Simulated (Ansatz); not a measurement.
Born–Oppenheimer molecular dynamics of AsH₂ (3 atoms, charge 0, multiplicity 2). It starts from a relaxed structure.

Level of theory: Ansatz, UKS PBE0/def2-TZVP.

```
ensemble        : NVT, Langevin thermostat
time step       : 0.25 fs
steps asked     : 100
set temperature : 300 K
friction        : 0.05 /fs
masses          : H 3.016 u
seed            : 522527
```

First frame:

```xyz
3
Properties=species:S:1:pos:R:3
As -0.570 0.312 -0.287
H 0.681 0.767 0.459
H -0.123 -1.144 -0.186
```

Q: What does the run give?

A: The run went to its last step.

- steps done: 100
- time covered: 25 fs
- mean temperature over the second half: 228 K
- spread of the potential energy over the second half: 2.3 meV per atom
- mean potential energy of the second half above the start: 7.8 meV per atom

The mean temperature of the second half is 24 % below the set value. A run of 0.025 ps of so small a system gives no equilibrium averages.

Q: What happens to the structure?

A: The same pairs are bonded in the first frame and the last. Pairs count as bonded within 1.25 times the sum of covalent radii (0.12 Å more for H–H). This is one draw of velocities; another would differ in detail.

Q: How do temperature and energy run in time?

A: 
```csv
time (fs),T (K),potential energy less start (eV)
0.0,200,0.000
2.0,218,0.008
4.0,167,0.021
6.0,116,0.027
8.0,197,0.033
10.0,185,0.036
12.0,133,0.035
14.0,96,0.034
16.0,120,0.028
18.0,181,0.020
20.0,272,0.015
22.0,389,0.016
24.0,394,0.025
```

The run took 2.6 min on 1 thread of Intel(R) Xeon(R) Platinum 8375C CPU @ 2.90GHz (Ice Lake), with other jobs on the host, peak memory 0.13 GiB.
